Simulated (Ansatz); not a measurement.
SnH2Me(SiH3) (CH8SiSn), relaxed as a singlet with RKS r2SCAN-D4/def2-SVP in Ansatz, starting from the GFN2-xTB geometry. Force threshold 0.02 eV/Å.

In the def2 sets Sn takes a core potential; there is no spin–orbit coupling.

Start:

```xyz
11

Sn    0.1459   -0.2333    0.7902
H     0.7968    0.6500    2.0752
H    -0.1502   -1.7115    1.5545
C     1.8015   -0.5957   -0.5751
H     2.6470   -1.0206   -0.0476
H     2.1218    0.3290   -1.0414
H     1.5064   -1.2863   -1.3567
Si   -1.9242    0.8175   -0.2045
H    -1.5928    2.1471   -0.7000
H    -2.9589    0.9143    0.8136
H    -2.3934   -0.0105   -1.3083
```

```tsv
step	energy (eV)	largest force component (eV/Å)	SCF passes
1	-14873.1427	0.747	25
2	-14873.2009	0.481	27
3	-14873.2673	0.127	27
4	-14873.2699	0.035	28
5	-14873.2704	0.016	28
```

Force components are those of the run's own axes.

End:

```xyz
11

Sn    0.2088   -0.2753    0.8643
H     0.8025    0.7334    2.1242
H    -0.2055   -1.7916    1.5617
C     1.7848   -0.5838   -0.5839
H     2.6597   -1.0284   -0.0875
H     2.0803    0.3744   -1.0349
H     1.4425   -1.2638   -1.3772
Si   -1.8740    0.7944   -0.2018
H    -1.5524    2.1537   -0.7374
H    -2.9697    0.9326    0.8055
H    -2.3770   -0.0455   -1.3329
```

By distances, no bond broke or formed. The bond that changes most is Sn1–Si8, from 2.53 to 2.57 Å (atoms count from 1).

No frequencies were taken in this run, so the end may be a saddle point.

Run time 20 s (4 threads of Intel Xeon on a shared host).
